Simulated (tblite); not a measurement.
Species: C7H12N2Si.
Geometry (GFN2-xTB, Å), atoms numbered from 1 in this order:
```
atom  x, y, z in Å
C1     0.6679    3.5304    0.2088
C2    -0.0126    2.6260   -0.1799
C3    -0.8130    1.5106   -0.6371
C4    -0.2181    0.1599   -0.1897
C5     1.1594   -0.0609   -0.8275
C6     1.8276   -1.3169   -0.2568
C7     2.1539   -1.1400    1.1344
N8     2.4113   -0.9878    2.2378
N9    -1.0920   -0.9401   -0.5127
Si10  -2.2759   -1.5841    0.5560
H11    1.2553    4.3300    0.5486
H12   -0.8820    1.5357   -1.7299
H13   -1.8230    1.5986   -0.2271
H14   -0.1002    0.1775    0.8991
H15    1.7850    0.8149   -0.6444
H16    1.0422   -0.1815   -1.9081
H17    1.1399   -2.1635   -0.3426
H18    2.7476   -1.5464   -0.8013
H19   -1.2570   -1.0022   -1.5074
H20   -1.5704   -1.8551    1.8056
H21   -2.7359   -2.7882   -0.1327
H22   -3.4206   -0.6977    0.8220
```

Level: GFN2-xTB in tblite, geometry and Hessian alike; calculated harmonic values, unscaled, isolated species. The method is semi-empirical: single wavenumbers can be off by several per cent or more. Modes of hydrogen on silicon can be 10 to 20 % off. One conformer, not necessarily the lowest.

Harmonic wavenumbers (cm⁻¹): 29.6, 46.0, 58.5, 74.6, 108.2, 134.3, 183.2, 200.3, 261.2, 300.6, 308.5, 383.1, 400.7, 419.0, 463.6, 508.1, 574.1, 576.6, 606.8, 643.7, 666.5, 748.2, 797.0, 815.0, 820.7, 855.5, 880.9, 934.6, 998.5, 1012.6, 1041.2, 1058.3, 1096.1, 1114.1, 1142.0, 1173.1, 1187.8, 1250.7, 1289.4, 1300.8, 1316.3, 1343.6, 1387.1, 1415.4, 1448.2, 1473.6, 2175.8, 2272.0, 2285.0, 2295.1, 2414.5, 2931.9, 2944.1, 2957.4, 2961.6, 2962.3, 2968.4, 2992.9, 3399.6, 3428.8.

A = 1014, B = 891.2, C = 576.8 MHz; mass 152.077 u (most abundant isotopes); point group C1, symmetry number 1.

**Question.** What is the zero-point energy?

**Answer.** Half the sum of the wavenumbers: 36919 cm⁻¹ = 105.56 kcal/mol.

**Question.** What is S at 200 K and 1 bar for an ideal gas of classical rigid rotors and harmonic oscillators?

**Answer.** Translation 39.01, rotation 29.61, vibration 29.40: S = 98.0 cal/(mol K).

**Question.** And Cp and H(200 K) − H(0)?

**Answer.** Cp = 36.06 cal/(mol K), of which vibrations give 28.11 (their classical limit is 60 R = 119.2); H(200 K) − H(0) = 4.58 kcal/mol without the zero-point energy, 2.99 from vibrations.

**Question.** Which modes carry the vibrational entropy at 200 K?

**Answer.** 29.6 cm⁻¹: 5.06; 46.0 cm⁻¹: 4.19; 58.5 cm⁻¹: 3.72; 74.6 cm⁻¹: 3.25; 108.2 cm⁻¹: 2.53; 134.3 cm⁻¹: 2.13 cal/(mol K); the other 54 give 8.50 together.

**Question.** Blend soft modes into free rotors: weight 1/[1 + (100 cm⁻¹/ν̃)⁴] for the oscillator and the rest for a rotor with moment μB/(μ + B), μ = h/(8π²ν), B = 10⁻⁴⁴ kg m². What vibrational entropy results?

**Answer.** 26.07 cal/(mol K) in place of 29.40, which changes −T·S at 200 K by +0.66 kcal/mol.

**Question.** What must be added to the electronic energy to get the Gibbs energy at 200 K and 1 bar?

**Answer.** ZPE + [H(200 K) − H(0)] − T·S = 105.56 + 4.58 − 19.60 = 90.54 kcal/mol.

Hindered rotation and anharmonicity are outside this model. Other conformers, if any are populated, would add a mixing term that is left out. The structure is chiral; the term R ln 2 for an equal mix with its mirror image is left out.
